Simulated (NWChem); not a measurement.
Molecule: GaIF2; SMILES [F][Ga]([F])[I]

```xyz
4

Ga     0.0000     0.0000     1.1086
F      0.0000    -1.4661     2.0398
F      0.0000     1.4661     2.0398
I      0.0000     0.0000    -1.3297
```
Atoms are numbered in this order, from 1.

Level: PBE0/def2-SVP with def2 effective core potentials on I (NWChem), optimised geometry, unscaled harmonic frequencies. def2 effective core potentials on I; no spin-orbit coupling.

Q: List the harmonic frequencies with IR intensities, and the thermochemistry.

A: 
| frequency (cm⁻¹) | IR intensity (km/mol) |
|---|---|
| 118 | 6.1 |
| 164 | 29.4 |
| 180 | 23.6 |
| 275 | 39.2 |
| 708 | 85.8 |
| 753 | 70.3 |

The zero-point energy is 3.1 kcal/mol, the thermal correction to the enthalpy at 298.15 K (with zero-point energy) is 7.1 kcal/mol and the heat capacity Cv is 14.9 cal/(mol K). The entropy at 298.15 K and 1 atm (symmetry number 2) comes out as 79.3 cal/(mol K).

Rigid rotor and harmonic oscillator.
